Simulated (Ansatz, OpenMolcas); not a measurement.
# Ansatz → OpenMolcas

Ansatz 0.2.0 runs this on SnNH2F (SMILES [NH2][Sn][F]):

in.yaml:
```yaml
crystal:
  periodic: [false, false, false]
  atoms:
    - {symbol: N, position_ang: [-0.302900, 0.495500, -0.393300]}
    - {symbol: Sn, position_ang: [0.338900, -0.053700, 1.423200]}
    - {symbol: F, position_ang: [0.966900, -1.775900, 0.754300]}
    - {symbol: H, position_ang: [-0.746800, 1.369300, -0.629100]}
    - {symbol: H, position_ang: [-0.206200, -0.108900, -1.196600]}
basis:
  gaussian:
    orbitals: def2-SVP
hamiltonian:
  xc: {name: r2SCAN}
accuracy: high
output: {orbitals: {seedname: orbitals}}
```

```bash
$ ansatz run in.yaml --threads 1 --pin off --max-ram 3480MiB --events-out events.jsonl --progress --plain --runs-dir runs
```

The shape is that of a PBE0-D4/def2-TZVP optimisation. This is one conformer, not always the lowest.

It gives a total energy of -370.029441 Eh.

Task: Translate the job to OpenMolcas 26.06 as an input file of the program's own, asking for the gradient.

Result: This input was run:

mol.inp:
```
* FH2NSn Kohn-Sham DFT

&gateway
  baslib = $CurrDir
  coord
  5
  angstrom
  N       -0.302900       0.495500      -0.393300
  Sn       0.338900      -0.053700       1.423200
  F        0.966900      -1.775900       0.754300
  H       -0.746800       1.369300      -0.629100
  H       -0.206200      -0.108900      -1.196600
  basis = def2-SVP
  group = NoSym

&seward
  gridinput
  Grid=UltraFine
  End of Grid

&scf
  ksdft = 2
  1.0 MGGA_X_R2SCAN
  1.0 MGGA_C_R2SCAN
  thresholds = 1e-10 1e-07 1e-07 1e-05
  prorbitals = 1 1

&alaska
```

```bash
$ export MOLCAS_MEM=1860
$ pymolcas mol.inp > mol.log
```

(Basis files named in the input come from the Basis Set Exchange and aren't shown.)

Its energy is -370.029379 Eh, 0.062 mEh from the first; the programs' integration grids differ.
